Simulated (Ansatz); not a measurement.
GeEt3(NMeEt) (C9H23GeN), relaxed as a singlet with RKS PBE-D4/def2-SVP in Ansatz, starting from the GFN2-xTB geometry. Force threshold 0.03 eV/Å.

Start:

```csv
atom,x (Å),y (Å),z (Å)
Ge1,-0.207,0.235,0.474
C2,-0.471,2.102,-0.232
C3,-0.967,2.133,-1.669
H4,0.461,2.660,-0.150
H5,-1.191,2.599,0.419
H6,-1.085,3.159,-2.017
H7,-0.264,1.627,-2.326
H8,-1.930,1.632,-1.752
C9,-1.925,-0.814,0.389
C10,-2.991,-0.254,1.319
H11,-1.728,-1.854,0.647
H12,-2.292,-0.804,-0.638
H13,-3.910,-0.834,1.247
H14,-2.650,-0.282,2.351
H15,-3.220,0.779,1.065
C16,0.447,0.307,2.387
C17,1.857,0.864,2.511
H18,0.417,-0.704,2.797
H19,-0.244,0.912,2.973
H20,2.193,0.847,3.548
H21,2.548,0.273,1.915
H22,1.896,1.893,2.157
N23,1.065,-0.616,-0.550
C24,2.114,0.091,-1.244
C25,1.029,-2.033,-0.816
C26,0.453,-2.390,-2.188
H27,3.091,-0.354,-1.019
H28,1.982,0.077,-2.332
H29,2.130,1.128,-0.916
H30,2.046,-2.443,-0.736
H31,0.419,-2.506,-0.043
H32,0.383,-3.469,-2.295
H33,-0.540,-1.959,-2.293
H34,1.084,-2.004,-2.984
```

```tsv
step	energy (eV)	largest force component (eV/Å)	SCF passes
1	-67678.3939	0.815	22
2	-67678.6293	0.410	21
3	-67678.6531	0.141	20
4	-67678.6551	0.053	20
5	-67678.6557	0.078	20
6	-67678.6569	0.052	20
7	-67678.6583	0.058	19
8	-67678.6591	0.121	19
9	-67678.6602	0.098	21
10	-67678.6621	0.048	19
11 (rejected)	-67678.6621	0.099	19
12	-67678.6632	0.042	20
13	-67678.6638	0.063	18
14	-67678.6643	0.046	22
15	-67678.6646	0.029	21
16	-67678.6649	0.021	20
```

Force components are those of the run's own axes.

End:

```xyz
34

Ge   -0.238    0.231    0.486
C    -0.496    2.104   -0.095
C    -1.121    2.222   -1.489
H     0.481    2.631   -0.050
H    -1.133    2.594    0.673
H    -1.239    3.279   -1.807
H    -0.506    1.706   -2.254
H    -2.128    1.756   -1.524
C    -1.963   -0.740    0.444
C    -3.071   -0.031    1.230
H    -1.799   -1.764    0.844
H    -2.248   -0.865   -0.622
H    -4.026   -0.597    1.206
H    -2.801    0.102    2.299
H    -3.283    0.980    0.823
C     0.531    0.169    2.318
C     1.919    0.809    2.424
H     0.566   -0.900    2.624
H    -0.188    0.662    3.008
H     2.326    0.761    3.456
H     2.651    0.304    1.760
H     1.904    1.880    2.132
N     0.878   -0.580   -0.775
C     2.030    0.116   -1.306
C     0.969   -2.030   -0.828
C     0.726   -2.615   -2.226
H     2.989   -0.145   -0.784
H     2.190   -0.102   -2.389
H     1.901    1.214   -1.224
H     1.970   -2.379   -0.456
H     0.225   -2.468   -0.129
H     0.816   -3.722   -2.217
H    -0.288   -2.348   -2.588
H     1.459   -2.230   -2.963
```

By distances, no bond broke or formed. The bond that changes most is Ge1–C16, from 2.02 to 1.99 Å (atoms count from 1).

The force fell under the threshold at step 15, but the optimiser went on. No frequencies were taken in this run, so the end may be a saddle point.

Run time 61 s (6 threads of Arm Neoverse V2 on a shared host).
